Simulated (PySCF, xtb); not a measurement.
Co(OH)3 (CoH3O3), SMILES [OH][Co]([OH])[OH] (connectivity only; charge and spin as stated), neutral, multiplicity 5. The values are those of a single conformer.

Harmonic wavenumbers (cm⁻¹) from GFN2-xTB in xtb 6.7.1 at its own minimum, in rising order: 79, 94, 155, 156, 290, 314, 346, 403, 452, 503, 524, 543, 3644, 3671, 3673.

What does PBE-D3(BJ)/def2-SVP (PySCF 2.14.0) give at its own minimum? (The exact figures need the calculation; the answer reports its results.)

119, 119, 166, 205, 283, 385, 454, 538, 609, 661, 680, 698, 3690, 3715, 3738. Paired by order, the mean absolute difference is 82 cm⁻¹ and the zero-point energies are 21.2 and 23.0 kcal/mol.
